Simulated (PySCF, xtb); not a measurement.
C2H2Cl, SMILES [CH]=CCl, multiplicity 2.

Harmonic wavenumbers (cm⁻¹) from GFN2-xTB run with xtb at its own minimum, in rising order: 294, 503, 568, 661, 874, 1099, 1715, 3085, 3257.

Task: What does PBE-D3(BJ)/def2-TZVP (PySCF 2.14.0) give at its own minimum? (An estimate is asked for; the answer gives what the named calculation found.)

Result: 329, 621, 640, 750, 800, 1170, 1597, 3117, 3236. Paired by order, the mean absolute difference is 70 cm⁻¹ and the zero-point energies are 17.2 and 17.5 kcal/mol.
